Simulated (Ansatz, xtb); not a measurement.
Worked example: C2H2ClF + ICl → C2H2FI + Cl2

Species: C2H2ClF (1-chloro-2-fluoroethylene) `F/C=C/Cl`, singlet; ICl (iodine monochloride), singlet; C2H2FI `F/C=C/I`, singlet; Cl2 (chlorine), singlet. The partners trade Cl for I: C–Cl and Cl–I bonds give way to C–I and Cl–Cl.

Shapes, held fixed at every level: PBE0-D4/def2-TZVP. Programs: Ansatz 0.2.0, xtb 6.7.1. The zero-point and thermal change to 298 K, harmonic and unscaled (PBE0-D4/def2-TZVP), is -1.2 kJ/mol.

At CCSD(T)/def2-TZVPP; 1 Eh = 2625.50 kJ/mol:

| species | energy (Eh) |
| --- | --- |
| C2H2ClF | -636.699239 |
| ICl | -756.856014 |
| C2H2FI | -474.113217 |
| Cl2 | -919.413501 |

Work out ΔH(298 K) of the reaction at this level.


1. Products less reactants: (-474.113217) + (-919.413501) − [(-636.699239) + (-756.856014)] = 0.028535 Eh = +74.9 kJ/mol.
2. With the thermal change: +74.9 + (-1.2) = +73.7 kJ/mol.

Other levels give +72.9 (MP2/def2-TZVPP) to +85.5 kJ/mol (BHLYP-D4/def2-TZVPP). No measured value is set beside it here. For atoms past krypton def2 sets carry core potentials with scalar relativity. Correlated rows may include outer-core shells of I, which these sets cover unevenly.
